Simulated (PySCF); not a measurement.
**BBr⁺ at LDA**

Level: LDA. PySCF, no relativity, basis sets B pcseg-1, Br pcseg-1.

For BBr⁺, the state is ²Σ⁺ (doublet), unpaired electrons σ ↑, the bond length is 0.1754 nm and the harmonic wavenumber is 942 cm⁻¹. The force constant is 5.05 mdyn/Å. The rotational constant Be is 0.5670 cm⁻¹ and the anharmonicity ωexe is 5.07 cm⁻¹. The vibration–rotation constant αe is 0.00409 cm⁻¹ and the well depth De to B⁺ + Br is 4.37 eV. The dissociation energy D0 is 4.31 eV, the bond order (Mayer) is 1.93 and the dipole moment (positive dipole points towards Br; it is taken about the centre of mass and depends on that origin) is -3.21 D.

Spin–orbit coupling is left out. For an ion De counts to the pair picked by the measured ionisation energies or electron affinities, which need not be the lowest pair at this level. The state is the lowest determinant that a PBE0 search found; another state may lie lower at other levels.
